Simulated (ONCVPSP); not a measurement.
**lanthanum (La): one change to an ONCV potential, before and after**

La, optimised norm-conserving Vanderbilt (ONCV), made with ONCVPSP 4.0.1 (LDA (Perdew-Zunger), fully relativistic). Core [Kr] 4d10, reference 5s2 5p6 5d2 6s1. Waves: 5s+6s: rc 2.35 bohr, ncon 5, nbas 10, qcut 4.1 1/bohr, 2 projectors; 5p: rc 1.75 bohr, ncon 4, nbas 9, qcut 5.4 1/bohr, 1 projector; 5d: rc 3.80 bohr, ncon 5, nbas 10, qcut 4.9 1/bohr, 1 projector; f scattering state at 0.1 Ha: rc 3.65 bohr, ncon 4, nbas 8, qcut 3 1/bohr, 1 projector. Local part: polynomial inside 1.15 bohr (lpopt 5, dvloc0 2 Ha). Core correction: Teter function, fcfact 5.25, rcfact 1.1.

Open shells are filled in proportion to 2j + 1.

In the f channel the program set the typed energies aside and used -0.107 Ha (j = l + 1/2; the other j can differ).

Change: s: qcut 2.8.

Cutoffs: the cutoffs (Ha) at which the residual kinetic energy of the hardest occupied pseudo-wave falls to 1 and 0.1 mHa per electron; they do not see the model core or the augmentation charge, which bear on the density cutoff. Errors are all-electron minus pseudo energies relative to the spin-unpolarised reference configuration.

Problem. How do hardness, ghosts and transferability respond?

Solution. The potential gets harder (13 Ha and 41 Ha → 42 Ha and 54 Ha); both files keep a bound ghost (p, s); of the 4 tests that both files solve, the error grows in 1 and shrinks in 1 by more than 15 % and 0.3 meV (median size 3.5 → 4.6 meV).

```tsv
quantity	base	changed
cutoff, loose	13 Ha	42 Ha
cutoff, tight	41 Ha	54 Ha
loose cutoff by channel	s 7.8 Ha, p 13 Ha, d 5.7 Ha	s 42 Ha, p 13 Ha, d 5.7 Ha
bound ghosts	s, p3/2, p1/2	s, p3/2, p1/2
GHOST(+) flags under 300 eV	none	none
error for 5s2 5p6 5d1 6s2, meV [ΔE -0.83 eV]	-1.7	-3.8
error for 5s2 5p6 5d1 6s1, meV [ΔE 5.33 eV]	+1.3	+0.7
error for 5s2 5p6 5d1 6s0, meV [ΔE 16.48 eV]	+5.4	+5.4
error for 4f1 5s2 5p6 5d1 6s0, meV [ΔE 6.28 eV]	+1856	+1853
s: phases at 2.39 bohr within 0.05 rad from the reference energy up to (Ha; the scan ends near 5)	4.9	4.8
p3/2: phases at 1.78 bohr within 0.05 rad from the reference energy up to (Ha; the scan ends near 5)	n/a	n/a
p1/2: phases at 1.78 bohr within 0.05 rad from the reference energy up to (Ha; the scan ends near 5)	-0.2	-0.2
d5/2: phases at 3.85 bohr within 0.05 rad from the reference energy up to (Ha; the scan ends near 5)	0.5	0.5
d3/2: phases at 3.85 bohr within 0.05 rad from the reference energy up to (Ha; the scan ends near 5)	0.5	0.5
f7/2: phases at 3.70 bohr within 0.05 rad from the reference energy up to (Ha; the scan ends near 5)	-0.0	-0.0
f5/2: phases at 3.70 bohr within 0.05 rad from the reference energy up to (Ha; the scan ends near 5)	-0.0	-0.0
rms error of d²Exc/dni dnj with the model core, mHa	4.08	3.87
```

Base: These tests converged, but a pseudo level misses the all-electron one widely, so the file describes the atom poorly there or has found another state: 4f1 5s2 5p6 5d1 6s0: 4f by 3.5 eV. Changed file: These tests converged, but a pseudo level misses the all-electron one widely, so the file describes the atom poorly there or has found another state: 4f1 5s2 5p6 5d1 6s0: 4f by 3.5 eV. A true bound ghost makes a file unfit for plane-wave use even where its test errors are small: the radial tests pick states by their node count and pass the ghost by.
